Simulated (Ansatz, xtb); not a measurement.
Relative energies of C2H7Sb isomers

2 of its isomers, all singlets with charge 0: A = `[CH3][SbH][CH3]`; B = `C[CH2][SbH2]`.

Shapes, held fixed at every level: PBE0-D4/def2-TZVP. Flexible molecules stand in one conformer, not always the lowest. Programs: Ansatz 0.2.0, xtb 6.7.1.

A:

```xyz
10

C    -0.8562    1.1044   -0.7809
Sb    0.5903   -0.4720   -1.0729
C     0.4554   -1.2282    0.9452
H    -1.8534    0.6640   -0.7504
H    -0.8077    1.8044   -1.6151
H    -0.6631    1.6339    0.1513
H     1.9318    0.5386   -0.7267
H    -0.4828   -1.7735    1.0533
H     1.2824   -1.9125    1.1353
H     0.4863   -0.4101    1.6639
```

B:

```xyz
10

C    -0.8484    0.4215   -0.5822
C    -0.0641   -0.8156   -0.1897
Sb    1.6105   -0.4664    1.1445
H    -1.6756    0.1695   -1.2543
H    -0.2144    1.1489   -1.0944
H    -1.2719    0.9188    0.2934
H     0.3553   -1.3178   -1.0655
H    -0.6986   -1.5472    0.3174
H     0.7108    0.5571    2.1809
H     2.1796    0.8800    0.2530
```

Electronic energies in kJ/mol, without zero-point or thermal terms.

Which isomer should be the most stable, and roughly by how much?

A < B in rising energy, over a span of 25 kJ/mol, by CCSD(T)/def2-TZVPP. GFN2-xTB (by under 2 kJ/mol) puts B lowest. The B − A difference spans -1.8 to +25.5 kJ/mol over the levels. For atoms past krypton def2 sets carry core potentials with scalar relativity. Correlated rows may include outer-core shells of Sb, which these sets cover unevenly.

```csv
level,kind,B − A
GFN2-xTB,semi-empirical,-1.8
SPW92/def2-TZVPP,LDA,+16.1
B3LYP-D4/def2-TZVPP,global hybrid,+25.5
PBE0-D4/def2-TZVPP,global hybrid,+23.6
wB97X-V/def2-TZVPP,range-separated hybrid,+24.0
CCSD(T)/def2-SVP,coupled cluster or CI,+7.5
CCSD/def2-TZVPP,coupled cluster or CI,+24.6
CCSD(T)/def2-TZVPP,coupled cluster or CI,+25.3
```
